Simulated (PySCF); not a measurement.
**A search over the determinants of AlSe**

Unrestricted PBE0; basis Al def2-TZVPP, Se def2-TZVPP; no relativity; PySCF 2.14. Outer shells of the fragments: Al 3s2 3p1; Se 3d10 4s2 4p4.

Followed along the bond (rough minima from three points):

| 2Ms+1 | unpaired | ⟨S²⟩ at the start | R at minimum (Å) | Te (eV) |
| --- | --- | --- | --- | --- |
| 2 | σ ↑ | 0.76 | 2.17 | 0.00 |
| 2 | π ↑ | 0.75 | 2.42 | 0.48 |
| 4 | σ ↑, π ↑↑ | 3.76 | 2.39 | 2.67 |

Solutions found at the starting distance of 2.310 Å, counted from the lowest of them; the search is not exhaustive and high or unbound solutions are not listed, so other states can lie among these:

| 2Ms+1 | unpaired | term | E (eV) | ⟨S²⟩ | ⟨Lz²⟩ | μ (D) |
| --- | --- | --- | --- | --- | --- | --- |
| 2 | σ ↑ | ²Σ⁺ | 0.00 | 0.76 | 0.00 | -3.88 |
| 2 | π ↑ | ²Π | 0.37 | 0.75 | 1.01 | -0.66 |
| 4 | σ ↑, π ↑↑ | mixed | 2.54 | 3.76 | 2.01 | -0.53 |
| 4 | σ ↑, π ↑↑ | mixed | 2.77 | 3.76 | 2.01 | -0.54 |
| 2 | σ ↑, π ↑↓ | mixed | 2.89 | 1.76 | 2.01 | -0.64 |
| 2 | σ ↑, π ↑↓ | mixed | 3.33 | 1.77 | 2.02 | -0.07 |

A term symbol is given only where ⟨S²⟩ and ⟨Lz²⟩ are close to those of a pure state; real π, δ and φ orbitals otherwise mix terms. A positive dipole means Al(−)Se(+).

Q: Compare the gap between the two lowest followed solutions at the starting distance with the gap between their minima.

A: At PBE0 the second solution (doublet, unpaired electrons π ↑) lies +0.37 eV from the first (doublet, unpaired electrons σ ↑) at 2.310 Å and +0.48 eV at the minima; the two curves relax by different amounts, since their minima lie near 2.42 and 2.17 Å.

Spin–orbit coupling is left out. Counting both spins, an empty level lies below a filled one in some of these solutions, because spin and occupation are held.
